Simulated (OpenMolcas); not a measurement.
# As V: effect of the basis set

```yaml
Program: OpenMolcas
Method: "SS-CASPT2, IPEA 0.25 Eh, imaginary shift 0.1 Eh (closed shells correlated: 3d)"
Active_space: 1 electron in 4 orbitals (4s 4p)
State_averaging: 2S+1 = 2 even, 1 root; 2S+1 = 2 odd, 3 roots
Spin-orbit_coupling: RASSI with atomic mean-field integrals over the reference wave functions, term energies averaged over their components
```

A. ANO-RCC-VDZP [5s4p2d], DKH2, point nucleus; CASPT2 step roughly 0.6 core-seconds
B. ANO-R1 [5s4p3d1f], X2C, finite nucleus; CASPT2 step roughly 0.5 core-seconds
C. ANO-RCC-VTZP [6s5p3d1f], DKH2, point nucleus; CASPT2 step about 0.6 core-seconds
D. ANO-RCC-VQZP [7s6p4d2f1g], DKH2, point nucleus; CASPT2 step roughly 0.6 core-seconds
E. ANO-R2 [6s5p4d3f1g], X2C, finite nucleus; CASPT2 step of the order of 0.8 core-seconds
F. ANO-R3 [7s6p5d3f2g], X2C, finite nucleus; CASPT2 step of the order of 1.6 core-seconds

Energies in cm⁻¹ above 4s ²S_1/2.

| Level | A | B | C | D | E | F |
| --- | --- | --- | --- | --- | --- | --- |
| 4s ²S_1/2 | 0.0 | 0.0 | 0.0 | 0.0 | 0.0 | 0.0 |
| 4p ²P°_1/2 | 101509 | 90062 | 96079 | 96443 | 96271 | 97846 |
| 4p ²P°_3/2 | 104111 | 93856 | 99566 | 99926 | 99803 | 101299 |

Among A to F the level of the table that moves most is 4p ²P°_1/2, by 11000 cm-1 (lowest in B, highest in A).

With one active electron, CASPT2 adds the correlation within the correlated inactive shells and between them and that electron, and leaves the splitting within a term as the reference gives it. The basis is small and was not contracted for so high a charge (holds for A; B). Only configurations of the active space appear.

° marks odd parity.
